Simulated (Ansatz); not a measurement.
The same hydrolysis along the group B, Al, Ga, In.

Calculated with Ansatz (gas phase, PBE0-D4/def2-TZVP geometries, no zero-point term in ΔE). CCSD(T)/CBS is the MP2 limit (def2-TZVPP, def2-QZVPP) plus CCSD(T) − MP2 in def2-TZVPP, frozen cores. This one scheme is used for every species. DFT in def2-TZVPP. def2 core potentials past Kr. For Ga, In outer-core shells are correlated without core-valence functions, which leaves a few kJ/mol of doubt a bond. Scalar relativity is left out up to krypton. One conformer a species, not always the lowest.

```csv
reaction,ωB97M-V (kJ/mol),PBE0-D4 (kJ/mol),RPA@PBE/def2-TZVPP (kJ/mol),B2PLYP (kJ/mol)
`NB(N)S` + H₂O → `NB(N)O` + H₂S,-50,-42,-50,-52
`[NH2][Al]([NH2])[SH]` + H₂O → `[NH2][Al]([NH2])[OH]` + H₂S,-21,-12,-25,-26
`[NH2][Ga]([NH2])[SH]` + H₂O → `[NH2][Ga]([NH2])[OH]` + H₂S,34,41,27,29
`[NH2][In]([NH2])[SH]` + H₂O → `[NH2][In]([NH2])[OH]` + H₂S,65,72,57,61
```

Question: Give the CCSD(T)/CBS values in the same order. (Best estimate.)

Answer: Ansatz gave: -45, -19, 36, 65 kJ/mol.

Largest T1 diagnostic: 0.015, for `[NH2][In]([NH2])[OH]`.
